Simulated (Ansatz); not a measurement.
`B[C](=C)[AlH][CH3]` + `C=CC(=O)O` → methyl acrylate + `B[C](=C)[AlH2]`  (substitution at a C–Al bond)

Computed with Ansatz on PBE0-D4/def2-TZVP structures; ΔE is electronic, products minus reactants. CCSD(T)/CBS is the MP2 limit (def2-TZVPP, def2-QZVPP) plus CCSD(T) − MP2 in def2-TZVPP, frozen cores. Functionals use def2-TZVPP. B3LYP here is the variant with VWN-RPA as its local correlation; programs differ in this. Each species was taken in one conformer, which may not be the lowest.

(1) Is it downhill or uphill in electronic energy at CCSD(T)/CBS, and by how much? (An estimate is asked.)

(2) What do these levels give: PBE0-D4, B3LYP-D4, ωB97X-V, ωB97M-V, B2PLYP, PBE, r2SCAN, HF/def2-TZVPP, MP2/def2-TZVPP, MP2/def2-QZVPP, SCS-MP2/def2-QZVPP, CCSD/CBS(def2)? (An estimate is asked.)

Largest T1 diagnostic among the species: 0.015.

Answers

(1) The calculation gave: Uphill: ΔE = +86.2 kJ/mol.

(2) Computed: PBE0-D4 87.4, B3LYP-D4 81.3, ωB97X-V 79.3, ωB97M-V 86.0, B2PLYP 83.1, PBE 87.0, r2SCAN 87.6, HF/def2-TZVPP 71.0, MP2/def2-TZVPP 88.5, MP2/def2-QZVPP 90.5, SCS-MP2/def2-QZVPP 83.4, CCSD/CBS(def2) 86.0 kJ/mol.

In def2-TZVPP, CCSD(T) changes the Hartree–Fock value by +11.7 kJ/mol (the triples alone add +0.2 kJ/mol) and MP2 by +17.5 kJ/mol.
